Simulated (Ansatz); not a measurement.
Geometry optimisation, UKS LDA/def2-SVP (Ansatz 0.2.0).

Input:

```yaml
crystal:
  periodic: [false, false, false]
  atoms:
    - { symbol: Sn, position_ang: [-0.156772, 0.172659, 0.091875] }
    - { symbol: H, position_ang: [0.182193, 0.472386, 2.995596] }
    - { symbol: H, position_ang: [1.540235, 0.033343, -0.203322] }
    - { symbol: H, position_ang: [-0.833407, 1.217192, -1.136823] }
    - { symbol: H, position_ang: [-0.84375, -1.401474, -0.151382] }
    - { symbol: O, position_ang: [0.253547, -0.478763, 2.720419] }
    - { symbol: H, position_ang: [-0.654645, -0.816442, 2.872536] }
magnetization:
  spin_polarized: true
  initial_magnetization: 1
basis:
  gaussian: { orbitals: def2-SVP }
hamiltonian:
  xc: lda
relax:
  f_tol: 0.03
  max_steps: 50
```

Run as:

```bash
$ ansatz run input.yaml --threads 1 --pin off --max-ram 2048MiB --backend cpu --events-out ev --progress --plain --runs-dir out
```

Where does it end, and by what steps?

The forces met the threshold. After 4 steps the energy has fallen by 0.009 eV; H5 moved furthest, 0.12 Å.

| step | energy less start (eV) | largest force component (eV/Å) | accepted |
| --- | --- | --- | --- |
| 0 | 0.0000 | 0.525 | yes |
| 1 | 0.0032 | 0.428 | no |
| 2 | -0.0051 | 0.383 | yes |
| 3 | -0.0087 | 0.066 | yes |
| 4 | -0.0092 | 0.023 | yes |

```xyz
7
Properties=species:S:1:pos:R:3
Sn -0.171 0.212 0.101
H 0.243 0.416 2.987
H 1.536 0.083 -0.133
H -0.836 1.176 -1.205
H -0.852 -1.377 -0.038
O 0.245 -0.509 2.664
H -0.678 -0.802 2.813
```

Whether the end is a true minimum wasn't checked by a vibrational analysis.

Run time: 6.6 s on 1 thread of Arm Neoverse V2, on a shared host, peak memory 0.11 GiB.
